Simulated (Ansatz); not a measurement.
`FB1CC1F` and `CC1CB1F` differ in one atom or group.

Ansatz, PBE0-D4/def2-TZVP geometries, multiplicity 1. 

| property | `FB1CC1F` |
| --- | --- |
| HOMO–LUMO gap (PBE/def2-TZVPP) / eV | 3.93 |
| size of the dipole moment (PBE/def2-TZVPP) / D | 1.66 |
| HOMO energy (ωB97M-V/def2-TZVPP) / eV | -9.98 |
| size of the dipole moment (ωB97M-V/def2-TZVPP) / D | 1.77 |
| HOMO–LUMO gap (PBE0/def2-TZVPP) / eV | 6.44 |
| LUMO energy (PBE/def2-TZVPP) / eV | -2.26 |

Question: Give the same properties after the change, and the shifts. (An estimate is asked.)

Answer: Computed: 
| property | `CC1CB1F` | shift |
| --- | --- | --- |
| HOMO–LUMO gap (PBE/def2-TZVPP) / eV | 4.28 | 0.35 |
| size of the dipole moment (PBE/def2-TZVPP) / D | 1.08 | -0.58 |
| HOMO energy (ωB97M-V/def2-TZVPP) / eV | -9.48 | 0.50 |
| size of the dipole moment (ωB97M-V/def2-TZVPP) / D | 1.08 | -0.69 |
| HOMO–LUMO gap (PBE0/def2-TZVPP) / eV | 6.67 | 0.23 |
| LUMO energy (PBE/def2-TZVPP) / eV | -1.55 | 0.71 |

With PBE0 the HOMO rises by 0.48 eV and the LUMO rises by 0.72 eV, so the gap widens by about 0.24 eV. PBE moves the HOMO by 0.36 eV and ωB97M-V by 0.50 eV. Dipoles are sizes alone; their direction can turn.
